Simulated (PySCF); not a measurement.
C5H9N2 (charge +1).
Structure used (GFN2-xTB), in Å, numbered top down from 1:
```
atom  x, y, z in Å
C1    -2.149   -0.038    0.394
C2    -1.192   -0.210   -0.782
N3     0.181   -0.052   -0.348
C4     0.963   -1.041    0.168
C5     2.156   -0.482    0.514
N6     2.071    0.840    0.204
C7     0.868    1.081   -0.314
H8    -3.169   -0.178    0.049
H9    -2.067    0.958    0.821
H10   -1.946   -0.771    1.170
H11   -1.402    0.533   -1.553
H12   -1.301   -1.206   -1.213
H13    0.631   -2.056    0.249
H14    3.031   -0.927    0.943
H15    2.804    1.524    0.339
H16    0.514    2.036   -0.654
```

The geometry is computed with GFN2-xTB (gas phase).

Take the most abundant isotopes and a rigid rotor. The values belong to one conformer with, in the numbering `[CH3:1][CH2:2][n+:3]1[cH:4][cH:5][nH:6][cH:7]1`, C1–C2–N3–C4 86°.

Give the principal moments of inertia and the rotational constants in GHz.

Ia = 75.21, Ib = 258.18, Ic = 294.43 u·Å²; 505379 MHz·u·Å²/I gives 6720, 1957 and 1716 MHz, that is A = 6.7197, B = 1.9575, C = 1.7165 GHz.

Classify the top.

A near-prolate asymmetric top: κ = (2 × 1957 − 6720 − 1716)/(6720 − 1716) = -0.90.

Is it planar, by Δ = Ic − Ia − Ib?

Not planar: Δ = Ic − Ia − Ib = -38.96 u·Å². For a rigid frame Δ = −2 Σ m c², so Σ m c² = 19.48 u·Å² lies off the ab plane: 6.79 from hydrogen and 12.69 from heavier atoms. The atom farthest from that plane is 1.31 Å away.

Give the other two planar moments, Paa and Pbb, and the rms extents of the mass along the axes.

Paa = Σ m a² = (Ib + Ic − Ia)/2 = 238.70 and Pbb = Σ m b² = (Ia + Ic − Ib)/2 = 55.73 u·Å². With the mass M = 97.08 u, the rms extents √(P/M) along a, b and c are 1.57, 0.76, 0.45 Å.

Whether it is a minimum is left open (no frequencies). These are rigid-rotor constants of the computed structure; measured ground-state constants (B0) also hold zero-point vibration.
